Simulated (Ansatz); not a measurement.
Ansatz (a program for electronic structure) input:

Ansatz 0.2 input:
```yaml
crystal:
  periodic: [false, false, false]
  atoms:
    - {symbol: C, position_ang: [2.53473254, 0.00161516, -0.24777966]}
    - {symbol: C, position_ang: [1.20361177, 0.73198683, -0.37363065]}
    - {symbol: C, position_ang: [0.01149827, -0.22597742, -0.06440536]}
    - {symbol: C, position_ang: [-1.31525223, 0.57145524, -0.26006987]}
    - {symbol: C, position_ang: [-2.52643592, -0.32094191, -0.01960131]}
    - {symbol: O, position_ang: [0.10226073, -0.80545094, 1.12962024]}
    - {symbol: H, position_ang: [2.63871165, -0.75209721, -1.03685475]}
    - {symbol: H, position_ang: [2.54015230, -0.51894187, 0.71221627]}
    - {symbol: H, position_ang: [3.39920051, 0.67314703, -0.30795484]}
    - {symbol: H, position_ang: [1.09929989, 1.17879612, -1.37465440]}
    - {symbol: H, position_ang: [1.16403395, 1.54680956, 0.36157663]}
    - {symbol: H, position_ang: [0.01869773, -0.96055603, -0.94312967]}
    - {symbol: H, position_ang: [-1.31349412, 1.38891239, 0.47327381]}
    - {symbol: H, position_ang: [-1.35852477, 1.02215468, -1.26384553]}
    - {symbol: H, position_ang: [-2.37980312, -0.83249918, 0.93402816]}
    - {symbol: H, position_ang: [-3.47090137, 0.23530349, 0.00177769]}
    - {symbol: H, position_ang: [-2.60438504, -1.08624888, -0.80047433]}
basis:
  gaussian:
    orbitals: def2-TZVP
hamiltonian:
  xc: b3lyp
  dispersion: d3bj
total_charge: -1
phonons: {temperatures: {t_min: 298.15, t_max: 298.15, t_step: 100}}
```

Problem. What final total energy does it print?

Solution. -272.51018 Eh (B3LYP-D3(BJ)/def2-TZVP). The basis has 252 functions.

It need not be the lowest isomer of its formula. Whether it binds its extra electron was not tested at this geometry.
